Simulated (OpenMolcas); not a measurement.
## Ti2+ in CsCaF3: curves along the breathing mode

Ti2+ with its 6 nearest fluoride ions, on the Ca site of CsCaF3 (a = 4.526 Å, distance in the model lattice 2.263 Å). The rest of the host is ab initio model potentials to 7.6 Å, with orthogonalisation functions on the cations behind the ligands, and point charges beyond; the distance is set by hand and nothing relaxes. Ligand basis ANO-RCC-VDZP.

```
Program             : OpenMolcas
Method              : SS-CASPT2, IPEA 0.25 Eh, imaginary shift 0.1 Eh (closed shells correlated: 3s 3p and the ligand valence shells)
Basis               : ANO-RCC-VDZP [5s4p2d1f]
Scalar Hamiltonian  : DKH2, point nucleus
Active space        : 2 electrons in 5 orbitals (3d)
State averaging     : 2S+1 = 3 even, 10 roots; 2S+1 = 1 even, 15 roots
Spin-orbit coupling : state interaction with AMFI integrals over the reference wave functions
```

Spin-free energies (labels of O, the rotations of Oh) in cm-1 above the lowest fitted minimum, as all ligands move together:

| R (Å) | 3T1 | 1T2 | 3T2 | 1E | 3T1(2) | 1A1 | 3A2 |
| --- | --- | --- | --- | --- | --- | --- | --- |
| 2.057 | 1490 | 11060 | 15710 | 11490 | 24670 | 21760 | 31330 |
| 2.106 | 50 | 9650 | 12730 | 10140 | 21800 | 20160 | 26750 |
| 2.154 | 420 | 10040 | 11800 | 10580 | 20910 | 20340 | 24380 |
| 2.203 | 2490 | 12100 | 12670 | 12700 | 21860 | 22200 | 23960 |
| 2.251 | 6160 | 15670 | 15120 | 16370 | 24470 | 25610 | 25440 |
| 2.299 | 11390 | 20870 | 19560 | 21640 | 28900 | 30620 | 28770 |
| 2.348 | 18400 | 27880 | 25860 | 28740 | 35240 | 37470 | 34150 |

Cubic fits give the following; the wavenumber is harmonic, with the mass of all moving ligands, small differences in it between states hang on the degree of the fit, a number in brackets counts states of one label, and the table is a selection of at most 14 states with clean curves.

| State | R0 (Å) | Breathing mode (cm-1) | Minimum (cm-1) |
| --- | --- | --- | --- |
| 3T1 | 2.120 | 466 | 0 |
| 1T2 | 2.120 | 459 | 9620 |
| 3T2 | 2.157 | 479 | 11780 |
| 1E | 2.118 | 460 | 10120 |
| 3T1(2) | 2.155 | 480 | 20910 |
| 1A1 | 2.126 | 459 | 20050 |
| 3A2 | 2.189 | 497 | 23850 |
| 1T2(2) | 2.154 | 491 | 23170 |
| 1T1 | 2.155 | 480 | 26080 |
| 1E(2) | 2.188 | 496 | 35550 |
| 1A1(2) | 2.183 | 496 | 49340 |

The minimum of 3T2 is shifted by +0.0369 Å against 3T1 (from the unrounded fits). With M = 114.0 u for the moving shell, the Huang-Rhys factor in this mode is S = M ω ΔR² / 2ħ = 0.01483 × 114.0 × 466 × 0.0369² = 1.07. Only the first shell moves, against a rigid host.

Roots that are degenerate in the reference are averaged as groups; the widest CASPT2 spread within a group is 440 cm-1 (the 3-fold group of multiplicity 1 near 22600 cm-1 above the lowest state of its run, R = 2.154). Shifts and gaps below about the spread of the groups concerned are not significant. Over all roots computed the reference weight is 0.73 to 0.74 in R = 2.057, 0.73 to 0.74 in R = 2.106, 0.73 to 0.74 in R = 2.154, 0.73 to 0.74 in R = 2.203, 0.73 to 0.74 in R = 2.251, 0.73 to 0.74 in R = 2.299, 0.73 to 0.75 in R = 2.348; a low but even weight reflects the number of correlated electrons. An orbital triplet at a regular site is open to Jahn-Teller coupling, which can distort the site and quench the lowest spin-orbit gaps and is left out. Ligand-to-metal charge-transfer states are missing. With no ligand orbital active B as a rule stays too high, so bands that hang on it stand too high and its fall with covalency is understated. With one d shell and no ligand orbital active, 10Dq can be off by tens of per cent for divalent 3d ions, low with halides held by bare charges and at times high in hosts. Free-ion shares, where given, are those of the reference states; single-state CASPT2 does not remix them. No measured value stands beside these numbers.
